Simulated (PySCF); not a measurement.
CH$_{6}$BGeN, BGeH$_{4}$NO, B$_{2}$ClGeH$_{5}$, B$_{2}$GeH$_{6}$O and others (calculated)

Computed with PySCF 2.14.0. Calculation on a computer-drawn molecule: optimised geometry and harmonic frequencies of an isolated molecule of the commonest isotopes, restricted reference for singlets and unrestricted otherwise, frozen core in MP2; on germanium a core potential holds 10 electrons, which the energies leave out, and 3d is frozen in MP2 and coupled-cluster steps.

Common to all runs: charge 0; multiplicity 1; method HF; basis and core potential on germanium cc-pVDZ-PP ECP10MDF.

(1) CH$_{6}$BGeN

Start structure:
```xyz
10
CH6BGeN
B      0.1333     2.3676    -2.5387
N      0.0066     2.1225    -1.3055
Ge    -0.1016     1.5536     0.3769
C     -1.2981     0.0590     0.6720
H      0.1851     2.6210    -3.6479
H      1.2976     1.3545     0.8946
H     -0.6948     2.9195     1.1175
H     -1.4048    -0.2352     1.6170
H     -0.9016    -0.8047     0.0399
H     -2.2998     0.2650     0.1644
```

```
basis                                         : cc-pVDZ
rotational constants                          : 10.81, 3.046, 2.488 GHz
total energy                                  : -413.9015 hartree
convergence status largest gradient component : 1.486e-05 hartree/bohr
```

Drawn bonds:
```tsv
atom	other atom	order
1	2	2
2	3	1
3	4	1
1	5	1
3	6	1
3	7	1
4	8	1
4	9	1
4	10	1
```

Optimised structure:
```xyz
10
CH6BGeN
B      0.1081     2.3616    -2.5525
N      0.0108     2.0609    -1.3547
Ge    -0.1281     1.6238     0.4095
C     -1.2927     0.0685     0.5949
H      0.1994     2.6454    -3.6871
H      1.2793     1.3234     0.9365
H     -0.7025     2.8335     1.1547
H     -1.3929    -0.2072     1.6471
H     -0.8764    -0.7790     0.0476
H     -2.2830     0.2919     0.1942
```

Modes:
```tsv
frequency (cm⁻¹)	reduced mass (dalton)
119	2.983
137.2	1.145
175.7	2.585
256	4.242
494.4	1.082
571.2	9.079
626.7	4.139
732.3	1.104
795.6	1.147
822.5	1.348
823.4	1.346
925	1.222
928.5	1.157
963	1.023
1378	1.232
1555	1.052
1559	1.052
1988	4.978
2210	1.024
2232	1.017
2980	1.202
3180	1.033
3270	1.103
3278	1.104
```

(2) BGeH$_{4}$NO

Start structure:
```xyz
8
BGeH4NO
B     -2.1004    -1.0038    -2.2369
N     -1.6414    -0.5569    -1.1663
Ge    -0.8872     0.1108     0.3539
O     -0.3851     1.6396    -0.0854
H     -2.5666    -1.4194    -3.2349
H     -1.9713     0.1595     1.4146
H      0.2374    -0.7525     0.8003
H      0.0454     2.1729     0.5671
```

```
basis                                         : cc-pVDZ
rotational constants                          : 12.21, 3.216, 2.631 GHz
total energy                                  : -449.7489 hartree
convergence status largest gradient component : 1.126e-05 hartree/bohr
```

Drawn bonds:
```tsv
atom	other atom	order
1	2	2
2	3	1
3	4	1
1	5	1
3	6	1
3	7	1
4	8	1
```

Optimised structure:
```xyz
8
BGeH4NO
B     -2.1152    -1.0200    -2.2353
N     -1.6321    -0.5847    -1.1797
Ge    -0.9226     0.0858     0.3302
O     -0.3545     1.7154    -0.0883
H     -2.5733    -1.4363    -3.2309
H     -1.9934     0.1767     1.4164
H      0.2596    -0.7715     0.7801
H      0.0623     2.1849     0.6197
```

Modes:
```tsv
frequency (cm⁻¹)	reduced mass (dalton)
80.16	1.078
112.8	3.855
158.5	3.301
294	7.325
602.3	9.54
638.6	1.242
737.4	1.065
741.7	12.11
824.2	1.341
828.5	1.338
871.8	1.037
962.2	1.081
968.6	1.074
1989	5.047
2234	1.025
2262	1.016
2987	1.2
4158	1.067
```

(3) B$_{2}$ClGeH$_{5}$

Start structure:
```xyz
9
B2ClGeH5
B      0.9678    -0.4574    -1.1046
B     -0.2640     0.4398    -0.7187
Cl    -2.0262     0.2650    -0.7594
Ge     0.2653     2.3476     0.0368
H      1.6191    -1.0162    -0.2867
H      1.4995    -0.3664    -2.1757
H      1.6856     2.6665     0.0017
H     -0.2952     2.5827     1.3325
H     -0.3884     3.4226    -0.8935
```

```
basis                                         : cc-pV(D+d)Z
rotational constants                          : 5.208, 1.699, 1.316 GHz
total energy                                  : -805.1539 hartree
convergence status largest gradient component : 3.008e-05 hartree/bohr
```

Drawn bonds:
```tsv
atom	other atom	order
1	2	1
2	3	1
2	4	1
1	5	1
1	6	1
4	7	1
4	8	1
4	9	1
```

Optimised structure:
```xyz
9
B2ClGeH5
B      1.0250    -0.5262    -1.1412
B     -0.1608     0.5822    -0.6820
Cl    -1.8674     0.0918    -0.8002
Ge     0.2172     2.5226     0.0298
H      1.5086    -1.2836    -0.3440
H      1.4358    -0.5637    -2.2694
H      1.7192     2.8372     0.0793
H     -0.3539     2.6738     1.4449
H     -0.4604     3.5501    -0.8848
```

Modes:
```tsv
frequency (cm⁻¹)	reduced mass (dalton)
48.43	1.058
136.6	3.303
163	7.078
258.1	1.711
307.4	1.102
408.8	5.791
494.7	1.107
551.2	1.177
752	1.88
795.3	5.292
896.3	1.053
956.9	1.06
969.7	1.022
1025	2.734
1035	1.854
1272	1.298
2202	1.023
2210	1.024
2222	1.012
2670	1.057
2740	1.122
```

(4) B$_{2}$GeH$_{6}$O

Start structure:
```xyz
10
B2GeH6O
B     -2.1258     1.5212     1.8412
B     -1.3958     0.8172     0.6400
O     -1.0488     1.0075    -0.6334
Ge    -0.6684    -0.9411     1.2122
H     -3.2517     1.3186     2.0791
H     -1.5547     2.1233     2.7256
H     -1.2666     1.9133    -1.1011
H      0.0524    -1.6734     0.0561
H     -1.6493    -2.0838     1.5744
H      0.3141    -1.1378     2.3497
```

```
basis                                         : cc-pVDZ
rotational constants                          : 7.359, 2.546, 1.968 GHz
total energy                                  : -421.1044 hartree
convergence status largest gradient component : 9.401e-06 hartree/bohr
```

Drawn bonds:
```tsv
atom	other atom	order
1	2	1
2	3	1
2	4	1
1	5	1
1	6	1
3	7	1
4	8	1
4	9	1
4	10	1
```

Optimised structure:
```xyz
10
B2GeH6O
B     -1.9233     1.7035     1.8945
B     -1.4226     0.6937     0.6253
O     -1.4619     0.9044    -0.7127
Ge    -0.6083    -1.1861     1.1735
H     -3.0271     1.6189     2.3664
H     -1.1562     2.4514     2.4423
H     -1.8223     1.7386    -0.9751
H      0.8348    -1.3230     0.6627
H     -1.4336    -2.3334     0.5696
H     -0.5742    -1.4030     2.6972
```

Modes:
```tsv
frequency (cm⁻¹)	reduced mass (dalton)
47.09	1.084
143.6	2.996
242.7	4.324
268.2	1.028
304.5	1.715
467.4	2.763
471.2	1.127
540.8	1.477
651.3	1.138
807.7	1.987
842.6	3.412
898.8	1.044
963.8	1.026
972.3	1.024
1004	1.457
1202	1.259
1267	1.281
1395	7.454
2180	1.023
2190	1.023
2204	1.013
2656	1.058
2720	1.121
4141	1.067
```

(5) CH$_{6}$BGeN

Start structure:
```xyz
10
CH6BGeN
B     -3.3039     0.7298    -0.2729
C     -2.5078    -0.0373     0.6584
Ge    -0.9190    -0.6728    -0.3889
N     -0.8882    -2.3549    -0.7470
H     -3.1610     1.8562    -0.5483
H     -4.2079     0.2146    -0.8425
H     -2.9598    -1.0263     1.1069
H     -2.0205     0.5642     1.5786
H      0.0693     0.4961    -0.6891
H     -0.0450    -2.7297    -1.2077
```

```
basis                                         : cc-pVDZ
rotational constants                          : 12.13, 2.975, 2.763 GHz
total energy                                  : -413.8003 hartree
convergence status largest gradient component : 1.5e-05 hartree/bohr
```

Drawn bonds:
```tsv
atom	other atom	order
1	2	1
2	3	1
3	4	2
1	5	1
1	6	1
2	7	1
2	8	1
3	9	1
4	10	1
```

Optimised structure:
```xyz
10
CH6BGeN
B     -3.3947     0.7186    -0.2975
C     -2.4550    -0.0524     0.6863
Ge    -0.9110    -0.7296    -0.3084
N     -0.8882    -2.3374    -0.8020
H     -3.1423     1.8522    -0.6090
H     -4.3462     0.1805    -0.7896
H     -2.9087    -0.9348     1.1382
H     -2.0279     0.6012     1.4528
H      0.1683     0.3341    -0.5382
H     -0.0381    -2.5924    -1.2850
```

Modes:
```tsv
frequency (cm⁻¹)	reduced mass (dalton)
35.86	2.969
177.5	1.311
200.3	2.906
246.8	2.209
449.1	1.149
587.4	4.609
699.7	1.078
732.4	1.103
757.6	1.039
954.1	1.812
978.8	1.353
985.1	2.01
995.5	1.532
1066	2.109
1154	1.431
1196	1.186
1331	1.239
1535	1.131
2213	1.02
2669	1.055
2747	1.126
3192	1.06
3276	1.104
3734	1.076
```

(6) CH$_{4}$BClGe

Start structure:
```xyz
8
CH4BClGe
B     -1.2774    -1.2034     1.3919
C     -0.8208    -0.1145     0.3488
Ge     0.2109     1.2717     0.8940
Cl     1.0014     1.7469     2.7504
H     -1.9425    -2.1103     0.9757
H     -0.9502    -1.1334     2.4943
H     -1.1031    -0.1284    -0.6497
H      0.7419     2.4817    -0.0823
```

```
basis                                         : cc-pV(D+d)Z
rotational constants                          : 6.305, 2.554, 1.818 GHz
total energy                                  : -817.7458 hartree
convergence status largest gradient component : 3.835e-05 hartree/bohr
```

Drawn bonds:
```tsv
atom	other atom	order
1	2	1
2	3	2
3	4	1
1	5	1
1	6	1
2	7	1
3	8	1
```

Optimised structure:
```xyz
8
CH4BClGe
B     -1.2430    -1.1587     1.3689
C     -0.8134    -0.0981     0.3640
Ge     0.1987     1.2901     0.8049
Cl     0.9344     1.6417     2.7813
H     -1.9312    -2.0813     1.0196
H     -0.9041    -1.0923     2.5202
H     -1.0971    -0.1199    -0.6839
H      0.7159     2.4288    -0.0519
```

Modes:
```tsv
frequency (cm⁻¹)	reduced mass (dalton)
134.4	5.13
177.7	3.557
286.8	1.054
311.2	3.621
445.2	32.26
527	1.104
739	2.71
795.2	1.041
806.6	1.103
957.8	1.476
1062	1.367
1125	1.831
1267	1.364
1371	1.768
2301	1.021
2656	1.054
2721	1.127
3315	1.087
```
